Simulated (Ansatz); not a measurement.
Reaction (formal exchange of groups at a Te–C bond): `N=C(S)[TeH]` + `C#CS` → `SC#C[TeH]` + `N=CS`

Calculated with Ansatz (gas phase, PBE0-D4/def2-TZVP geometries, no zero-point term in ΔE). CBS: MP2 limit from def2 TZ/QZ plus the TZ coupled-cluster correction, frozen cores. This one scheme is used for every species. def2 core potentials past Kr. For Te outer-core shells are correlated without core-valence functions, which leaves a few kJ/mol of doubt a bond. Each species was taken in one conformer, which may not be the lowest.

```tsv
species	CCSD(T)/CBS(def2) energy (Eh)
`N=C(S)[TeH]`	-760.02347
`C#CS`	-475.00020
`SC#C[TeH]`	-742.72190
`N=CS`	-492.30610
```

Problem. Work out ΔE.

Solution. ΔE = (-742.72190) + (-492.30610) − (-760.02347) − (-475.00020) = -0.00433 Eh = -11.4 kJ/mol.

Largest T1 diagnostic among the species: 0.014.

In def2-TZVPP, CCSD(T) changes the Hartree–Fock value by +10.4 kJ/mol (the triples alone add +2.1 kJ/mol) and MP2 by +12.3 kJ/mol. The D4 term adds +6.6 kJ/mol with B3LYP and +3.2 kJ/mol with PBE0; it sums over pairs of atoms, weighted by their polarisabilities, and B3LYP, whose exchange is more repulsive, gets the larger term.

B3LYP here is the variant with VWN-RPA as its local correlation; programs differ in this.
